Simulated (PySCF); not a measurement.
**Question.** What does the PBE0-D3(BJ)/def2-SVP structure of `C#C[Si@@H](F)C(F)(F)F` look like in three dimensions?

**Answer.** 
```
atom  x, y, z in Å
C1     2.6296   -0.1937    0.1980
C2     1.4866    0.2215    0.2072
Si3   -0.2284    0.8119    0.2355
F4    -0.4287    2.0149   -0.8268
C5    -1.3779   -0.6229   -0.3310
F6    -2.6578   -0.2274   -0.3704
F7    -1.3003   -1.6473    0.5316
F8    -1.0604   -1.0877   -1.5429
H9     3.6415   -0.5609    0.1883
H10   -0.6535    1.2707    1.5763
```

Any rigid rotation of these coordinates is as good. Atoms count from 1 in this order. Si3 (fluorine-bound silicon) is tetrahedral (angles from 106.7° to 112.8°). The C–Si distances run from 1.814 Å (C2–Si3, drawn single) to 1.924 Å (Si3–C5, drawn single), a spread of 0.110 Å.

Bonds between heavy atoms (Å): C1≡C2 1.216, C2–Si3 1.814, Si3–F4 1.617, Si3–C5 1.924, C5–F6 1.340, C5–F7 1.341, C5–F8 1.336.

Computed with PySCF 2.14.0, PBE0-D3(BJ)/def2-SVP geometry optimisation, gas phase.

Point group: C1 (no symmetry element, even within 0.4 Å). No PBE0-D3(BJ)/def2-SVP frequencies stand behind this structure, so it isn't proved a minimum.
